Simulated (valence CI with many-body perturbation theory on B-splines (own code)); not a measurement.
## Rh31+: key properties

Calculated by relativistic CI+MBPT: four valence electrons over a frozen Dirac-Fock core [Ne], radial functions for each j: 11 s, 11 p, 10 d, 8 f, 5 g, 2 h, with the one-electron correlation potential Σ1, the two-electron term Σ2, the three-electron term Σ3, Breit, model QED; selected CI, second order for the rest, scaled by the run's own slope (own B-spline code, finite nucleus).

The last digits are not significant, and no measured levels were compared; by estimate large intervals hold to a few tenths of a per cent, small ones and those within an open d or f shell to about a per cent. Among the levels kept, up to 690 cm⁻¹ of a level comes from second order outside the variational space, and about a tenth of that is noise between levels of different J, which matters for small intervals.

Levels are named by their leading jj configuration (3d3/2^4 stands for four electrons in 3d with j = 3/2), which in mixed levels can hold well under half, so a name can repeat and another be missing.

Rates and lifetimes use the calculated energies. Strong lines usually hold to 10 to 20 %, long lifetimes can be off by a factor of two.

(1) What is the ground level?

(2) Among levels below 3460.4 × 10³ cm⁻¹, which E1 lines absorb most strongly from the ground level?

(3) How well does LS coupling describe the low levels?

(4) Name the longest-lived excited levels whose lifetime is computed, and their main decay.

(5) Where does the other parity begin?

Answers

(1) (3s^2 3p1/2^2) J=0, composition 76 % 3s2 3p2 3P + 22 % 3s2 3p2 1S.

(2) to (3s 3p1/2 3p3/2^2) J=1 at 7.556 nm, f = 0.396; to (3s^2 3p1/2 3d3/2) J=1 at 7.303 nm, f = 0.212; to (3s 3p1/2^2 3p3/2) J=1 at 10.30 nm, f = 0.129.

(3) Among the lowest 20 levels the leading LS term, summed over configurations, holds 63 % on average. For single configurations the figures are 57 % in LS and 76 % in jj coupling. Terms mix most in the J = 1 level at 1323.4 × 10³ cm⁻¹, where the leading one holds 29 %.

(4) (3s^2 3p1/2 3p3/2) J=2 at 273.32 × 10³ cm⁻¹ lives 1.36 ms, mostly by M1 to (3s^2 3p1/2 3p3/2) J=1; (3s^2 3p3/2 3d5/2) J=4 at 1513.4 × 10³ cm⁻¹ lives 6.28 μs, mostly by M1 to (3s^2 3p1/2 3d5/2) J=3; (3s^2 3p1/2 3p3/2) J=1 at 233.71 × 10³ cm⁻¹ lives 5.63 μs, mostly by M1 to (3s^2 3p1/2^2) J=0.

(5) At (3s 3p1/2^2 3p3/2) J=2, 840.93 × 10³ cm⁻¹.
